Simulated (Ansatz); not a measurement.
Computed with Ansatz on PBE0-D4/def2-TZVP structures; ΔE is electronic, products minus reactants. CBS: MP2 limit from def2 TZ/QZ plus the TZ coupled-cluster correction, frozen cores. This one scheme is used for every species, atoms too. DFT in def2-TZVPP. No spin–orbit coupling; open shells (•) take unrestricted orbitals. Spin–orbit coupling would lower the free atoms: a little for B, C, Cl. One conformer a species, not always the lowest.

`C[B-](Cl)(Cl)[n+]1ccccc1` → B• + 6 C• + 2 Cl• + 8 H• + N•  (atomization)

```csv
level,ΔE (kJ/mol)
r2SCAN0-D4,7837.7
PBE-QIDH,7932.5
r2SCAN,7941.9
BHLYP,7591.5
CAM-B3LYP,7870.9
MP2/def2-SVP,7751.0
SCS-MP2/def2-TZVPP,7786.0
CCSD/def2-TZVPP,7519.5
```

Q: What does CCSD(T)/CBS give? (Estimate.)

A: Computed: +7869.6 kJ/mol. The listed levels differ from it by -31.9, 62.9, 72.3, -278.1, 1.3, -118.6, -83.6, -350.1 kJ/mol.

Largest T1 diagnostic among the species: 0.014.

Leaving LDA and LC-ωPBE aside and taking each functional with its dispersion term where it has one, the values, not all of them listed here, spread over 512.7 kJ/mol, from BHLYP-D4 to PBE-D4. LDA lies +1027.6 kJ/mol from PBE without D4, its usual overbinding. The D4 term adds +98.9 kJ/mol with B3LYP and +53.0 kJ/mol with PBE0; it sums over pairs of atoms, weighted by their polarisabilities, and B3LYP, whose exchange is more repulsive, gets the larger term.

B3LYP here is the variant with VWN-RPA as its local correlation; programs differ in this.

For atomizations the MP2-based limit and the directly extrapolated one differ by several kJ/mol either way, and by 10 to 25 for some Ge, Se and Sn compounds, so smaller differences from it don't rank the levels.
